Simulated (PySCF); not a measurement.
**Computed vibrations of BiOCl**

BiOCl (singlet). PySCF 2.14.0, RKS PBE0, Bi def2-SVP with ECP60, O def2-SVP, Cl def2-SVP; non-relativistic Hamiltonian with scalar-relativistic core potentials where named; density fitting; no spin-orbit coupling. Central differences of gradients.

```xyz
3

Bi    0.1806    0.0000   -0.2711
O     1.6527    0.0000    0.9553
Cl   -1.8352    0.0000    1.1831
```

Run from Python with OMP_NUM_THREADS=2. Where DIIS fails, smearing, a level shift and second-order steps follow.
It took 9.6 s on 2 threads of Arm Neoverse V2, with other jobs on the host.

Problem. What are the harmonic wavenumbers and infrared intensities?

Solution. Modes are labelled in Cs; negative numbers are unstable modes, those under 60 cm⁻¹ near the noise; a finer grid moves soft modes by up to 10 cm⁻¹.
```csv
cm⁻¹,km/mol,symmetry
169,11.5,a'
332,51.3,a'
797,38.6,a'
```

Problem. Is this a minimum?

Solution. Yes. Ideal gas at 298.15 K and 1 bar: S = 304.1 J/(mol K), Cp = 50.6 J/(mol K), H − H(0 K) = 12.7 kJ/mol (rigid rotor, harmonic modes, spin degeneracy alone).
